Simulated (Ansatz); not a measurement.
The same ligand exchange along the group B, Al, Ga, In.

Gas-phase electronic energies from Ansatz, PBE0-D4/def2-TZVP geometries. CCSD(T)/CBS is the MP2 limit (def2-TZVPP, def2-QZVPP) plus CCSD(T) − MP2 in def2-TZVPP, frozen cores. This one scheme is used for every species. DFT in def2-TZVPP. Elements past krypton have def2 core potentials. For Ga, In outer-core shells are correlated without core-valence functions, which leaves a few kJ/mol of doubt a bond. Scalar relativity is left out up to krypton. One conformer a species, not always the lowest.

```json
{"reaction": "`FB(F)S` + CH₃SH → `CSB(F)F` + H₂S", "revPBE-D4 (eV)": "-0.06"}
{"reaction": "`[F][Al]([F])[SH]` + CH₃SH → `C[S][Al]([F])[F]` + H₂S", "revPBE-D4 (eV)": "0.05"}
{"reaction": "`[F][Ga]([F])[SH]` + CH₃SH → `C[S][Ga]([F])[F]` + H₂S", "revPBE-D4 (eV)": "0.00"}
{"reaction": "`[F][In]([F])[SH]` + CH₃SH → `C[S][In]([F])[F]` + H₂S", "revPBE-D4 (eV)": "0.01"}
```

Problem. Give the CCSD(T)/CBS values in the same order. (Estimate.)

Solution. Ansatz gave: -0.06, 0.06, 0.00, 0.02 eV.

Largest T1 diagnostic: 0.016, for `[F][In]([F])[SH]`.
